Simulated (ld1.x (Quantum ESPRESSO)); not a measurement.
# Sn, TM: configuration errors across variants

| Quantity | Value |
| --- | --- |
| Element | Sn |
| Generator | ld1.x (Quantum ESPRESSO) 7.5 |
| Type | norm-conserving Troullier–Martins (Kleinman–Bylander form) |
| Functional | revPBE |
| Relativity | scalar-relativistic |
| Frozen core | [Kr] 4d10 |
| Valence charge | 4 |
| Reference configuration | 5s2 5p2 |
| Partial waves | 5p (bound): rc 2.20 bohr; 5d channel at 0.35 Ry: rc 1.95 bohr; 5s (bound): rc 1.60 bohr |
| Local potential | the s channel |
| Core correction | a·sin(br)/r model core inside 1.05 bohr |

All-electron excitation energies from the reference (eV): (1) 5s2 5p1 6.806; (2) 5s2 5p0 20.651; (3) 5s1 5p0 51.449; (4) 5s2 5p2.3 -0.834; (5) 5s1 5p2 14.443; (6) 5s0 5p4 14.131; (7) 5s1 5p3 6.957.

1 further variants failed, have other tests or too few solved ones, and are left out.

A true bound ghost makes a file unfit for plane-wave use even where its test errors are small: the radial tests pick states by their node count and pass the ghost by.

Errors AE − PS in meV (a dash: test not solved or not reliable):

```csv
change,(1),(2),(3),(4),(5),(6),(7),bound ghosts
base,-8.4,-63,-341,+0.1,-42,-87,-21,d
"all radii but the core radius scaled by about 1.04 (s 1.66, p 2.28, d 2.02 bohr)",-8.4,-65,-347,+0.1,-41,-79,-19,d
"all radii but the core radius scaled by about 1.13 (s 1.80, p 2.48, d 2.20 bohr)",-8.5,-67,-353,+0.1,-40,-71,-18,d
"all radii but the core radius scaled by about 1.26 (s 2.02, p 2.78, d 2.46 bohr)",-8.8,-71,-367,+0.1,-37,-58,-15,d
"all radii but the core radius scaled by about 1.33 (s 2.12, p 2.92, d 2.60 bohr)",-8.9,-73,-377,+0.1,-35,-51,-13,none
```

Question: Give the same row for: all radii but the core radius scaled by about 0.90 (s 1.44, p 1.98, d 1.74 bohr).

Answer: -8.1, -57, -296, +0.1, -42, -120, -24; bound ghosts: p, d.
